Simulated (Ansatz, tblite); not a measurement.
Isomers of Si₄Au₃⁻ (singlet), found by a short tight-binding search and relaxed with r2SCAN-D4/def2-SVPD in Ansatz.

In the def2 sets Au takes a core potential; there is no spin–orbit coupling. The xTB rows come from tblite. Correlated methods freeze 20 core orbitals; core or outer-core shells of Au are correlated, in sets that lack core-valence functions.

Run but left out: HF/def2-TZVPD, MP2/def2-TZVPD (B: restricted singlet, unstable towards broken spin symmetry); B2PLYP/def2-TZVPD (B: restricted singlet, unstable in another Hartree–Fock run and untested here); HF/def2-TZVPD, MP2/def2-TZVPD (C: restricted singlet, unstable towards broken spin symmetry); B2PLYP/def2-TZVPD (C: restricted singlet, unstable in another Hartree–Fock run and untested here); HF/def2-TZVPD, MP2/def2-TZVPD (E: restricted singlet, unstable towards broken spin symmetry); B2PLYP/def2-TZVPD (E: restricted singlet, unstable in another Hartree–Fock run and untested here).

B: The restricted singlet is unstable towards broken spin symmetry in Hartree–Fock (as tested in another run); at r2SCAN-D4/def2-TZVPD, PBE0-D4/def2-TZVPD, CAM-B3LYP-D4/def2-TZVPD, ωB97M-V/def2-TZVPD this wasn't settled. C: The restricted singlet is unstable towards broken spin symmetry in Hartree–Fock (as tested in another run); at r2SCAN-D4/def2-TZVPD, PBE0-D4/def2-TZVPD, CAM-B3LYP-D4/def2-TZVPD, ωB97M-V/def2-TZVPD this wasn't settled. E: The restricted singlet is unstable towards broken spin symmetry in Hartree–Fock (as tested in another run); at r2SCAN-D4/def2-TZVPD, PBE0-D4/def2-TZVPD, CAM-B3LYP-D4/def2-TZVPD, ωB97M-V/def2-TZVPD this wasn't settled.

Other spin states weren't relaxed.

A:

```xyz
7

Au    0.7774    1.4235    1.9027
Au   -1.9200    0.8767    0.0784
Au   -0.6955   -1.4616   -1.9052
Si    0.8011   -1.6870   -0.0064
Si   -0.1447    0.8264   -1.5407
Si   -0.6143   -0.4804    1.5712
Si    1.7961    0.5024   -0.1000
```

B:

```xyz
7

Au    0.078    2.318    0.155
Au    1.296    0.630    2.057
Au   -2.256    0.929   -0.600
Si   -0.796   -0.851   -1.054
Si    1.133   -1.018    0.395
Si    1.052    0.633   -1.326
Si   -0.507   -2.641    0.373
```

C:

```xyz
7

Au    0.966    0.787   -2.869
Au    0.207    1.199    0.923
Au    0.730   -0.191    3.265
Si   -1.052   -0.509   -2.093
Si   -0.591    1.757   -1.247
Si    0.008   -2.048    2.006
Si   -0.267   -0.995    0.015
```

D:

Cartesian coordinates in Å:
```
Au -0.698 -0.409 2.021
Au -1.223 -1.516 -0.963
Au -1.378 1.637 -0.376
Si 0.706 -1.650 0.491
Si 0.556 1.423 1.061
Si 1.977 0.172 -0.405
Si 0.060 0.343 -1.829
```

E:

```xyz
7

Au    2.645    0.176   -0.653
Au   -2.552   -0.805   -0.666
Au    1.715    1.177    1.746
Si   -1.196    1.201   -0.953
Si    0.487   -0.500   -1.208
Si   -0.459    0.518    1.234
Si   -0.639   -1.767    0.500
```

Q: Estimate which lies lowest at each level, and how far above it the others are (kJ/mol).

A: 
| level | A | B | C | D | E |
| --- | --- | --- | --- | --- | --- |
| GFN2-xTB | 0.0 | 67.8 | 38.2 | 58.3 | 0.0 |
| PBE-D4/def2-TZVPD | 38.0 | 167.0 | 195.6 | 0.0 | 98.1 |
| r2SCAN-D4/def2-TZVPD | 39.9 | 154.8 | 190.9 | 0.0 | 89.4 |
| PBE0-D4/def2-TZVPD | 36.7 | 157.7 | 203.0 | 0.0 | 84.2 |
| CAM-B3LYP-D4/def2-TZVPD | 32.4 | 139.4 | 179.5 | 0.0 | 70.1 |
| ωB97M-V/def2-TZVPD | 36.0 | 159.5 | 203.9 | 0.0 | 79.7 |
| RPA@PBE/def2-TZVPD | 35.4 | 175.1 | 191.5 | 0.0 | 96.9 |
Point groups (tolerance 0.1 Å): A C2, B Cs, C not assigned, D C3v, E C2v. Lower isomers may exist.
